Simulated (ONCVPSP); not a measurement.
# PBEsol ONCV dataset for zirconium, scalar-relativistic all-electron reference.

ONCVPSP 4.0.1 was run on this input:

```
# ATOM AND REFERENCE CONFIGURATION
# atsym  z   nc   nv     iexc    psfile
  Zr 40.00    6    4  -116133      upf
#
#   n    l    f
    1    0    2.00
    2    0    2.00
    2    1    6.00
    3    0    2.00
    3    1    6.00
    3    2   10.00
    4    0    2.00
    4    1    6.00
    4    2    2.00
    5    0    0.50
#
# PSEUDOPOTENTIAL AND OPTIMIZATION
# lmax
    3
#
#   l,   rc,      ep,       ncon, nbas, qcut
    0    1.95    0.00    5    9    6.10
    1    1.60    0.00    4    7   10.30
    2    2.05    0.00    4    7    4.20
    3    2.20    0.24    4    8    5.20
#
# LOCAL POTENTIAL
# lloc, lpopt,  rc(5),   dvloc0
    4    5    1.20    6.00
#
# VANDERBILT-KLEINMAN-BYLANDER PROJECTORs
# l, nproj, debl
    0    2    3.10
    1    1    2.40
    2    2    3.70
    3    1    0.70
#
# MODEL CORE CHARGE
# icmod, fcfact, rcfact
    3    2.75    1.30
#
# LOG DERIVATIVE ANALYSIS
# epsh1, epsh2, depsh
   -4.00    5.00    0.02
#
# OUTPUT GRID
# rlmax, drl
    6.00    0.01
#
# TEST CONFIGURATIONS
# ncnf
    4
# nvcnf
#   n    l    f
    4
    4    0    2.00
    4    1    6.00
    4    2    2.00
    5    0    2.00
#
    4
    4    0    2.00
    4    1    6.00
    4    2    2.00
    5    0    1.00
#
    4
    4    0    2.00
    4    1    6.00
    4    2    2.00
    5    0    0.00
#
    5
    4    0    2.00
    4    1    6.00
    4    2    2.00
    5    0    1.00
    5    1    1.00
#
```

Command:

```bash
oncvpsp.x < Zr.dat > Zr.out
```

Output (shortened: citation, most of the input echo, consistency checks and plot data are left out):

```
ONCVPSP  (Optimized Norm-Conservinng Vanderbilt PSeudopotential)
scalar-relativistic version 4.0.1

#   n    l    f        energy (Ha)
    1    0    2.00    -6.5501883E+02
    2    0    2.00    -9.1095585E+01
    2    1    6.00    -8.1294390E+01
    3    0    2.00    -1.5241001E+01
    3    1    6.00    -1.2048744E+01
    3    2   10.00    -6.8050890E+00
    4    0    2.00    -2.3854946E+00
    4    1    6.00    -1.5758539E+00
    4    2    2.00    -4.9755749E-01
    5    0    0.50    -4.7399517E-01

Reference configufation results
  iterations    25
  all-electron total energy (Ha)   -3.59600941D+03

Begin loop to  construct optimized pseudo wave functions
and semi-local pseudopoentials for all angular momenta

Calculating optimized projector #   1

 for l=   0

    Fraction of norm inside rc  0.944187
    Optimizing pswf for qcut=   6.10 a_B^-1,  ecut=  18.59 Ha
    Residual kinetic energy error=  5.12D-05 Ha

    Energy error per electron        Cutoff
         Ha          eV             Ha
         0.01000     0.27211       11.07
         0.00100     0.02721       14.72
         0.00010     0.00272       17.57
         0.00001     0.00027       52.06

Calculating optimized projector #   2

 for l=   0

    Fraction of norm inside rc  0.082021
    Optimizing pswf for qcut=   6.10 a_B^-1,  ecut=  18.59 Ha
    Residual kinetic energy error=  3.33D-05 Ha

    Energy error per electron        Cutoff
         Ha          eV             Ha
         0.01000     0.27211        8.86
         0.00100     0.02721       13.69
         0.00010     0.00272       17.04
         0.00001     0.00027       26.88

Calculating optimized projector #   1

 for l=   1

    Fraction of norm inside rc  0.719379
    Optimizing pswf for qcut=  10.30 a_B^-1,  ecut=  53.10 Ha
    Residual kinetic energy error=  4.90D-08 Ha

    Energy error per electron        Cutoff
         Ha          eV             Ha
         0.01000     0.27211       19.37
         0.00100     0.02721       27.87
         0.00010     0.00272       34.52
         0.00001     0.00027       40.27

   Wellstate for l =  2  n =  7
     eigenvalue =   3.2024
     asymptotic potential =   3.7024
     half-point radius =  3.8653

Calculating optimized projector #   1

 for l=   2

    Fraction of norm inside rc  0.568966
    Optimizing pswf for qcut=   4.19 a_B^-1,  ecut=   8.78 Ha
    Residual kinetic energy error=  1.35D-02 Ha

    Energy error per electron        Cutoff
         Ha          eV             Ha
         0.01000     0.27211        9.32
         0.00100     0.02721       32.55
         0.00010     0.00272       40.81
         0.00001     0.00027       51.96

Calculating optimized projector #   2

 for l=   2

    Fraction of norm inside rc  0.116387
    Optimizing pswf for qcut=   4.19 a_B^-1,  ecut=   8.78 Ha
    Residual kinetic energy error=  9.95D-02 Ha

    Energy error per electron        Cutoff
         Ha          eV             Ha
         0.01000     0.27211       12.96
         0.00100     0.02721       34.12
         0.00010     0.00272       50.87
         0.00001     0.00027       57.44

   Wellstate for l =  3  n =  4
     eigenvalue =   0.2400
     asymptotic potential =   0.7400
     half-point radius =  4.0455

Calculating optimized projector #   1

 for l=   3

    Fraction of norm inside rc  0.194472
    Optimizing pswf for qcut=   5.21 a_B^-1,  ecut=  13.56 Ha
    Residual kinetic energy error=  3.12D-04 Ha

    Energy error per electron        Cutoff
         Ha          eV             Ha
         0.01000     0.27211        8.32
         0.00100     0.02721       11.81
         0.00010     0.00272       23.57
         0.00001     0.00027       52.79

Construct Vanderbilt / Kleinmman-Bylander projectors

B matrix Hermiticity error, ll=   0
   1   2    1.6821E-04

  Orthonormal projector coefficients  6.1264E+00  1.0162E+00

B matrix Hermiticity error, ll=   2
   1   2    1.5678E-04

  Orthonormal projector coefficients  5.1182E+00 -2.3331E+00

Model core correction analysis
  based on d2Exc/dn_idn_j

d2excae - all-electron derivatives

   -3.328057D-02   -2.951408D-02   -1.564749D-02   -3.069572D-03
   -2.951436D-02   -2.811880D-02   -1.823459D-02   -4.440151D-03
   -1.564746D-02   -1.823418D-02   -2.322279D-02   -1.992745D-02
   -3.067297D-03   -4.434514D-03   -1.992048D-02   -4.752102D-02

d2excps - pseudofunction derivatives with no core correction

   -4.185033D-02   -3.310004D-02   -1.626721D-02   -4.363974D-03
   -3.310092D-02   -3.143830D-02   -1.929952D-02   -4.909284D-03
   -1.626722D-02   -1.929911D-02   -2.402543D-02   -1.994890D-02
   -4.362630D-03   -4.903695D-03   -1.994193D-02   -4.769465D-02

rms 2nd derivative error    2.712098E-03

rmatch, rhocmatch    0.8394    7.4532

Teter function model core charge with specified parameters

d2excps - pseudofunction derivatives with core correction

   -3.332494D-02   -2.968501D-02   -1.554497D-02   -3.245446D-03
   -2.968508D-02   -2.919751D-02   -1.881239D-02   -4.507029D-03
   -1.554479D-02   -1.881196D-02   -2.396822D-02   -1.985585D-02
   -3.243160D-03   -4.501395D-03   -1.984889D-02   -4.754608D-02

rms 2nd derivative error    3.992197E-04

Pseudoatom total energy  -46.531951

Diagnostic tests using Vanderbilt-Kleinman-Bylander pseudopotentials
  1 or more projectors used as specified by nproj input data

   l    rcore       rmatch      e in        delta e   norm test  slope test

   0   1.9510728   2.0103116  -2.3854946   0.0000010   1.0001167   1.0001111
   0   1.9510728   2.0103116  -0.4739952   0.0000030   1.0000309   1.0000256

   1   1.6015485   1.6501750  -1.5758539  -0.0000089   0.9999962   1.0000134

   2   2.0589950   2.1215106  -0.4975575  -0.0000001   1.0000174   1.0000212
   2   2.0589950   2.1215106   3.2024425   0.0000668   1.0000097   1.0000097

   3   2.2122340   2.2794022   0.2400000   0.0000097   1.0000039   1.0000039

 Testing for bound ghosts
   n   l    E NL Schr. Eq   E Basis Diag.   E Cutoff

   1   0       -2.385494       -2.385489     92.13
   2   0       -0.473992       -0.450368     92.13

   2   1       -1.575863       -1.575666     60.29

   3   2       -0.497558       -0.495775     60.79

   4   3       -0.092177        0.041975     59.97

 Testing for highly-localized positive-energy ghosts
       l    <radius>/rc     E Basis Diag.   E Cutoff

Test configuration 0

   n   l     f        eae           eps        diff
   1   0  2.0000 -655.01882730
   2   0  2.0000  -91.09558505
   2   1  6.0000  -81.29439016
   3   0  2.0000  -15.24100125
   3   1  6.0000  -12.04874446
   3   2 10.0000   -6.80508902
   4   0  2.0000   -2.38549456   -2.38549358    9.72D-07
   4   1  6.0000   -1.57585387   -1.57586276   -8.89D-06
   4   2  2.0000   -0.49755749   -0.49755760   -1.16D-07
   5   0  0.5000   -0.47399517   -0.47399217    3.00D-06

    Total energies and differences
      AE_ref= -3.59600941D+03  AE_tst= -3.59600941D+03  dif=  0.00D+00
      PS_ref= -4.65319509D+01  PS_tst= -4.65319509D+01  dif=  0.00D+00
      PSP excitation error=  0.00D+00

Test configuration 1

   n   l     f        eae           eps        diff
   1   0  2.0000 -654.62977303
   2   0  2.0000  -90.71041093
   2   1  6.0000  -80.90894727
   3   0  2.0000  -14.85560601
   3   1  6.0000  -11.66339364
   3   2 10.0000   -6.42001378
   4   0  2.0000   -2.00121644   -1.99985934    1.36D-03
   4   1  6.0000   -1.19175203   -1.19125758    4.94D-04
   4   2  2.0000   -0.13272904   -0.13275905   -3.00D-05
   5   0  2.0000   -0.16408090   -0.16403440    4.65D-05

    Total energies and differences
      AE_ref= -3.59600941D+03  AE_tst= -3.59648296D+03  dif= -4.74D-01
      PS_ref= -4.65319509D+01  PS_tst= -4.70055045D+01  dif= -4.74D-01
      PSP excitation error=  3.47D-06

Test configuration 2

   n   l     f        eae           eps        diff
   1   0  2.0000 -654.87814714
   2   0  2.0000  -90.95640802
   2   1  6.0000  -81.15511000
   3   0  2.0000  -15.10182121
   3   1  6.0000  -11.90958401
   3   2 10.0000   -6.66603153
   4   0  2.0000   -2.24714957   -2.24659291    5.57D-04
   4   1  6.0000   -1.43780692   -1.43760470    2.02D-04
   4   2  2.0000   -0.36767050   -0.36767139   -8.91D-07
   5   0  1.0000   -0.36662866   -0.36658756    4.11D-05

    Total energies and differences
      AE_ref= -3.59600941D+03  AE_tst= -3.59621943D+03  dif= -2.10D-01
      PS_ref= -4.65319509D+01  PS_tst= -4.67419826D+01  dif= -2.10D-01
      PSP excitation error=  1.48D-05

Test configuration 3

   n   l     f        eae           eps        diff
   1   0  2.0000 -655.16951449
   2   0  2.0000  -91.24457876
   2   1  6.0000  -81.44349700
   3   0  2.0000  -15.38993070
   3   1  6.0000  -12.19764923
   3   2 10.0000   -6.95388116
   4   0  2.0000   -2.53305552   -2.53372370   -6.68D-04
   4   1  6.0000   -1.72273532   -1.72300770   -2.72D-04
   4   2  2.0000   -0.63451091   -0.63452718   -1.63D-05

    Total energies and differences
      AE_ref= -3.59600941D+03  AE_tst= -3.59574500D+03  dif=  2.64D-01
      PS_ref= -4.65319509D+01  PS_tst= -4.62674933D+01  dif=  2.64D-01
      PSP excitation error= -4.67D-05

Test configuration 4

   n   l     f        eae           eps        diff
   1   0  2.0000 -654.67588798
   2   0  2.0000  -90.75568167
   2   1  6.0000  -80.95421493
   3   0  2.0000  -14.90123056
   3   1  6.0000  -11.70899458
   3   2 10.0000   -6.46553392
   4   0  2.0000   -2.04688276   -2.04545628    1.43D-03
   4   1  6.0000   -1.23718017   -1.23628095    8.99D-04
   4   2  2.0000   -0.17136131   -0.17091003    4.51D-04
   5   0  1.0000   -0.19048457   -0.19016607    3.19D-04
   5   1  1.0000   -0.07526445   -0.07549124   -2.27D-04

    Total energies and differences
      AE_ref= -3.59600941D+03  AE_tst= -3.59637001D+03  dif= -3.61D-01
      PS_ref= -4.65319509D+01  PS_tst= -4.68930369D+01  dif= -3.61D-01
      PSP excitation error=  4.93D-04
```

The run took about 5.3 s on one core of a shared server CPU.
